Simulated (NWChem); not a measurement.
System: BICl₂; SMILES IB(Cl)Cl

The following NWChem deck was run.

```
start job
memory heap 200 mb stack 900 mb global 1100 mb
geometry units angstroms
  B      0.589069    -0.560432     0.577592
  Cl     2.222896    -0.824477     0.134377
  Cl    -0.032958    -1.258637     2.013413
  I     -0.662004     0.629686    -0.649215
end
basis spherical
  * library def2-svp
end
ecp
  I library def2-ecp
end
dft
  xc pbe0
  iterations 150
end
driver
  maxiter 120
end
task dft optimize
dft
  grid fine
  convergence energy 1d-8 density 1d-7
end
task dft freq numerical
```

def2 effective core potentials on I; no spin-orbit coupling.

The level has its own optimisation; frequencies are unscaled.

### Question
Predict the main results of this run. (PBE0/def2-SVP with def2 effective core potentials on I.) Quantities: r B–Cl (Å); r B–I (Å); highest harmonic frequency (cm⁻¹); lowest (cm⁻¹); zero-point energy (kcal/mol).

### Answer
- r B–Cl (Å): 1.740
- r B–I (Å): 2.127
- highest harmonic frequency (cm⁻¹): 983
- lowest (cm⁻¹): 185
- zero-point energy (kcal/mol): 4.3
